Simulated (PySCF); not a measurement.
SeCl2, SMILES Cl[Se]Cl.

Geometry: ωB97X-D3(BJ)/def2-TZVP. The isomer is the one that the SMILES or the coordinates give; other isomers of the formula were not compared.

Method: M06-2X/def2-TZVPD (PySCF).

The molecule is in vacuum.

Computed frontier levels, gap, dipole moment and polarisability:
The highest occupied level comes out as -8.20 eV. The lowest empty level is -1.60 eV. The orbital gap is 6.60 eV. The dipole moment is 1.01 D. The quadrupole, principal values (traceless, Buckingham form, about the centre of nuclear charge) comes out as -2.93, 0.30, 2.64 D·Å and the mean static polarisability is 57.5 bohr³ (8.52 Å³). The polarisability, principal values is 43.0, 54.9, 74.5 bohr³.
